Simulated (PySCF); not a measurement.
C3H7NSi, SMILES C(=C=C[SiH3])N.

Geometry: PBE-D3(BJ)/def2-SVP. The structure was generated by enumeration; whether it is a known compound was not checked. The values are those of a single conformer.

Computed with PBE-D3(BJ)/def2-SVP (PySCF).

Frequencies are harmonic and unscaled.

```csv
mode,ν (cm⁻¹),IR (km/mol),moving atoms (share of kinetic energy)
1,77,0.1,H 90 %
2,90,1.7,"C 27 %, N 27 %, Si 26 %, H 19 %"
3,175,14.1,"H 50 %, C 40 %"
4,247,3.6,"C 55 %, H 27 %, N 15 %"
5,330,48.7,"H 65 %, C 26 %"
6,386,29.9,"C 55 %, H 39 %"
7,546,11.3,"H 46 %, C 28 %, Si 18 %, N 8 %"
8,587,30.1,"H 78 %, C 14 %"
9,615,44.1,"C 52 %, H 36 %"
10,655,221.9,"H 68 %, N 25 %"
11,733,24.6,"C 47 %, H 40 %, Si 13 %"
12,743,49.2,"H 53 %, C 40 %"
13,852,43.7,"H 86 %, C 14 %"
14,885,262.9,"H 90 %, Si 10 %"
15,905,26.7,H 97 %
16,918,67.6,H 96 %
17,965,3.4,"H 43 %, C 41 %, N 15 %"
18,1116,0.8,"H 85 %, C 10 %"
19,1170,12.4,"H 60 %, C 34 %"
20,1237,48.8,"H 59 %, C 24 %, N 17 %"
21,1426,100.3,"C 63 %, H 33 %"
22,1570,46.8,"H 86 %, N 12 %"
23,1998,11.5,C 99 %
24,2142,128.2,H 98 %
25,2145,120.8,H 96 %
26,2180,75.1,H 96 %
27,2998,17.5,"H 92 %, C 8 %"
28,3072,3.1,H 92 %
29,3453,9.1,H 96 %
30,3557,10.1,"H 91 %, N 9 %"
```
